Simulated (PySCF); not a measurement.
## SbI at PBE0

Level: PBE0. PySCF, scalar-relativistic core potentials, basis sets Sb cc-pVTZ-PP with ECP28, I cc-pVTZ-PP with ECP28.

```json
{
 "state": "³Σ⁻ (triplet), unpaired electrons π ↑↑",
 "bond length": "2.688 Å",
 "harmonic wavenumber": "211 cm⁻¹",
 "force constant": "1.63 mdyn/Å",
 "rotational constant Be": "0.03767 cm⁻¹",
 "anharmonicity ωexe": "0.416 cm⁻¹",
 "vibration–rotation constant αe": "9.85e-05 cm⁻¹",
 "well depth De to Sb + I": "55.5 kcal/mol",
 "dissociation energy D0": "55.2 kcal/mol",
 "bond order (Mayer)": "1.23",
 "dipole moment (positive dipole means Sb(−)I(+))": "-1.46 D"
}
```

Spin–orbit coupling is left out, which matters for elements this heavy, above all for dissociation energies. The state is the lowest determinant that a PBE0 search found; another state may lie lower at other levels.
